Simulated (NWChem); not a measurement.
System meant: Si2H4OCl2; SMILES Cl[SiH2]O[SiH2]Cl

The following NWChem deck was run.

```
start job
memory heap 200 mb stack 900 mb global 1100 mb
geometry units angstroms noautoz
  Si    -0.883652    -1.286532    -0.425735
  Cl     0.147286    -2.182904     1.140984
  O      0.004010    -0.001587    -1.017550
  Si     0.885190     1.286567    -0.423097
  Cl    -0.153588     2.178845     1.140843
  H     -2.203413    -0.814052     0.096306
  H     -1.026839    -2.275083    -1.536342
  H      1.028171     2.275989    -1.532979
  H      2.205146     0.818744     0.102622
end
basis spherical
  * library def2-svp
end
dft
  xc xpbe96 cpbe96
  iterations 4
  mulliken
end
task dft energy
```

End of the output:

```
    Atom       Charge   Shell Charges
 -----------   ------   -------------------------------------------------------
    1 Si  14    13.61   2.00  1.93  0.68  0.34  5.81  1.23  1.07  0.54
    2 Cl  17    17.06   2.00  1.96  1.06  0.80  5.82  2.26  3.15  0.02
    3 O    8     8.32   1.97  0.91  0.61  2.74  2.09  0.01
    4 Si  14    13.61   2.00  1.93  0.68  0.34  5.81  1.23  1.07  0.54
    5 Cl  17    17.06   2.00  1.96  1.06  0.80  5.82  2.26  3.15  0.02
    6 H    1     1.09   0.64  0.42  0.03
    7 H    1     1.09   0.64  0.42  0.02
    8 H    1     1.09   0.64  0.42  0.02
    9 H    1     1.09   0.64  0.42  0.03

 center of mass
 --------------
 x =   0.07162654 y =   0.00017258 z =   0.00014057

 moments of inertia (a.u.)
 ------------------
        1765.200612769824          -0.000000000000           0.000000000000
          -0.000000000000         586.230400204453           0.000000000000
           0.000000000000           0.000000000000        1986.926785174475

     Multipole analysis of the density
     ---------------------------------

     L   x y z        total         alpha         beta         nuclear
     -   - - -        -----         -----         ----         -------
     0   0 0 0      0.000000    -37.000000    -37.000000     74.000000

     1   1 0 0     -0.428953     -0.214477     -0.214477     -0.000000
     1   0 1 0     -0.002022     -0.001011     -0.001011     -0.000000
     1   0 0 1     -0.001266     -0.000633     -0.000633      0.000000

     2   2 0 0    -44.027802   -127.181426   -127.181426    210.335051
     2   1 1 0      0.006518     -0.018792     -0.018792      0.044102
     2   1 0 1     -0.000007      0.000926      0.000926     -0.001858
     2   0 2 0    -43.747111   -421.924130   -421.924130    800.101149
     2   0 1 1     -2.205732      7.624395      7.624395    -17.454522
     2   0 0 2    -42.045983    -74.938159    -74.938159    107.830335

 ------------------------------------------------------------------------
 dft energy failed                                                                                  0
 ------------------------------------------------------------------------
 ------------------------------------------------------------------------
  current input line :
    22: task dft energy
 ------------------------------------------------------------------------
 ------------------------------------------------------------------------
 This type of error is most commonly associated with calculations not reaching convergence criteria
 ------------------------------------------------------------------------
 For more information see the NWChem manual at https://nwchemgit.github.io

0:dft energy failed:Received an Error in Communication
```

Problem. Can this run be used? If not, why, and what is the fix?

Solution. The run did not converge; its last values are not results. Cause: the SCF was allowed too few iterations. This input runs:
```
start job
memory heap 200 mb stack 900 mb global 1100 mb
geometry units angstroms noautoz
  Si    -0.883652    -1.286532    -0.425735
  Cl     0.147286    -2.182904     1.140984
  O      0.004010    -0.001587    -1.017550
  Si     0.885190     1.286567    -0.423097
  Cl    -0.153588     2.178845     1.140843
  H     -2.203413    -0.814052     0.096306
  H     -1.026839    -2.275083    -1.536342
  H      1.028171     2.275989    -1.532979
  H      2.205146     0.818744     0.102622
end
basis spherical
  * library def2-svp
end
dft
  xc xpbe96 cpbe96
  iterations 150
  mulliken
end
task dft energy
```
It converges to -1575.89161 Ha (PBE/def2-SVP).
